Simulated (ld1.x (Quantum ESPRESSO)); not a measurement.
Pseudopotential generation for nickel (Ni): PAW, LDA (PZ), scalar-relativistic.

| Item | Value |
| --- | --- |
| Element | nickel (Ni) |
| Generator | ld1.x (Quantum ESPRESSO) 7.5 |
| Type | PAW |
| Functional | LDA (PZ) |
| Relativity | scalar-relativistic |
| Frozen core | [Ne] 3s2 |
| Valence charge | 16 |
| Reference configuration | 3p6 3d8 4s1 4p0 (charge +1) |
| Partial waves | 4s (bound): rcut 2.20, rcutus 2.65 bohr; 4s channel at -0.6 Ry: rcut 2.20, rcutus 2.65 bohr; 3p (bound): rcut 1.10, rcutus 1.20 bohr; 4p (bound, empty): rcut 1.10, rcutus 1.20 bohr; 3d (bound): rcut 1.45, rcutus 1.70 bohr; 3d channel at 0.4 Ry: rcut 1.45, rcutus 1.70 bohr; 4f channel at 0.15 Ry: rc 1.85 bohr |
| Local potential | the f channel |
| Core correction | Bessel-smoothed model core, default radius (core density twice the valence density) |
| Augmentation charge | BESSEL, radius 1.05 bohr |

What the tests gave:

```
Cutoffs needed                            : 60 Ry and 100 Ry (the cutoffs (Ry, on a coarse ladder) from which the occupation-weighted sum of valence levels, in a spherical-Bessel basis at the reference potential, stays within 10 and 1 mRy of its value at 400 Ry)
Ghost test                                : no extra level below or beside the all-electron valence levels (s, p, d, f tested) (spherical-Bessel basis up to 400 Ry, 20 bohr box)
Configuration tests                       : test run stopped at test 1 of 9 (negative rho)
Lowest eigenvalue of the overlap operator : 0.16 (p channel)
```

Generation and tests took about 1.4 s on one core of a shared server CPU.
